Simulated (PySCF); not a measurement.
Ge(F)(Cl)(NH2)2 (ClFGeH₄N₂), SMILES [NH2][Ge]([NH2])([F])[Cl]. Atoms are numbered in the order given.

```xyz
9

N     -1.5965    -0.9212    -0.5010
Ge    -0.0395    -0.2524     0.1023
N      1.3237    -1.4381    -0.0634
F     -0.1083     0.0571     1.8117
Cl     0.2398     1.7087    -0.7844
H     -1.5729    -1.8834    -0.8315
H     -2.1611    -0.3231    -1.0991
H      2.0602    -1.2926     0.6288
H      1.7450    -1.4724    -0.9921
```

Coordinates come from a TPSSh-D3(BJ)/def2-SVP optimisation. One conformer was computed; it need not be the lowest.

Two levels are set side by side: PBE/pcSseg-1 (PySCF) and B3LYP/pcSseg-1 (PySCF). GIAO shifts against CFCl3 (¹⁹F), GeH4 (⁷³Ge), HCl (³⁵Cl), NH3 (¹⁵N), TMS (¹H) at the same level; non-relativistic, no solvent, atoms listed together averaged. Without spin–orbit terms, shifts of atoms bonded to Cl or Br come out too high at both levels. Differences are taken from unrounded values.

```
quantity                 PBE
--------------------  ------
δ(⁷³Ge) of Ge2 (ppm)   418.8
δ(¹⁹F) of F4 (ppm)    -147.3
δ(³⁵Cl) of Cl5 (ppm)   114.3
```

### Question
These are the PBE values. What does B3LYP give? (An estimate is asked for; the answer gives what the named calculation found.)

### Answer

```
quantity               B3LYP  PBE minus B3LYP
--------------------  ------  ---------------
δ(⁷³Ge) of Ge2 (ppm)   396.0             22.8
δ(¹⁹F) of F4 (ppm)    -141.3             -6.0
δ(³⁵Cl) of Cl5 (ppm)    86.6             27.7
```

Rough cost on one machine, each run with all the roots and properties that it gave: B3LYP against PBE within a factor of 2.
